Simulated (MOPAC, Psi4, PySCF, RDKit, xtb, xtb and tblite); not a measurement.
Two geometries of SMILES Oc1ccccc1C(C)C (C9H12O), relaxed at GFN2-xTB with one dihedral held; other torsions can differ between them too.

Structure A

```
22

C     -1.9541     0.3126     1.3523
C     -1.3658     0.3729    -0.0588
C     -2.1124    -0.5751    -0.9991
C      0.1101     0.0564    -0.0345
C      0.5821    -1.1818     0.3738
C      1.9351    -1.4717     0.3979
C      2.8487    -0.5102     0.0079
C      2.4027     0.7326    -0.4021
C      1.0441     1.0212    -0.4254
O      0.5957     2.2471    -0.8286
H     -3.0038     0.5977     1.3333
H     -1.8782    -0.6921     1.7614
H     -1.4227     0.9935     2.0134
H     -1.4803     1.3925    -0.4360
H     -3.1610    -0.2921    -1.0604
H     -1.6839    -0.5333    -1.9980
H     -2.0548    -1.6011    -0.6435
H     -0.1239    -1.9387     0.6807
H      2.2743    -2.4447     0.7199
H      3.9074    -0.7221     0.0213
H      3.1122     1.4913    -0.7085
H      1.3503     2.7993    -1.0650
```

Structure B

```
22

C     -1.9757     0.2231     1.3813
C     -1.3890     0.3703    -0.0249
C     -2.1080    -0.5459    -1.0187
C      0.0991     0.0881    -0.0265
C      0.5622    -1.1445     0.4210
C      1.9070    -1.4581     0.4409
C      2.8329    -0.5263     0.0031
C      2.4013     0.7014    -0.4514
C      1.0447     1.0168    -0.4729
O      0.7296     2.2541    -0.9492
H     -3.0267     0.5049     1.3804
H     -1.8983    -0.8027     1.7303
H     -1.4449     0.8638     2.0823
H     -1.5781     1.4051    -0.3405
H     -3.1707    -0.3135    -1.0465
H     -1.6981    -0.4182    -2.0186
H     -1.9909    -1.5880    -0.7337
H     -0.1509    -1.8796     0.7631
H      2.2308    -2.4247     0.7963
H      3.8877    -0.7559     0.0137
H      3.0969     1.4472    -0.8027
H     -0.2254     2.3903    -0.9323
```

Question: Which is lower in energy at the level B3LYP-D3(BJ)/def2-SVP // GFN2-xTB (Psi4), and by how much?

Answer: A is lower, by 3.14 kJ/mol (dihedral C4–C9–O10–H22: 180° in A, 0° in B).

E(B) − E(A) in kJ/mol at the other levels, on the same two geometries: GFN2-xTB (xtb and tblite) 6.21; MMFF94 // GFN2-xTB (RDKit) 7.05; B3LYP/def2-SVP // GFN2-xTB (Psi4) 4.02; PBE/def2-SVP // GFN2-xTB (Psi4) 2.73; PBE-D3(BJ)/def2-SVP // GFN2-xTB (Psi4) 2.16; UFF // GFN2-xTB (RDKit) 53.53; PM7, restricted, heats of formation // GFN2-xTB (MOPAC) 0.03; AM1, restricted, heats of formation // GFN2-xTB (MOPAC) 3.59; GFN1-xTB // GFN2-xTB (xtb) 4.35; restricted B3LYP/6-31G*, spherical d, density fitting // GFN2-xTB (PySCF) 4.15; restricted B3LYP/3-21G, density fitting // GFN2-xTB (PySCF) 6.11; restricted MP2 (frozen core)/6-31G*, spherical d // GFN2-xTB (PySCF) 4.99; restricted LDA (SVWN5)/6-31G*, spherical d, density fitting // GFN2-xTB (PySCF) 2.31.
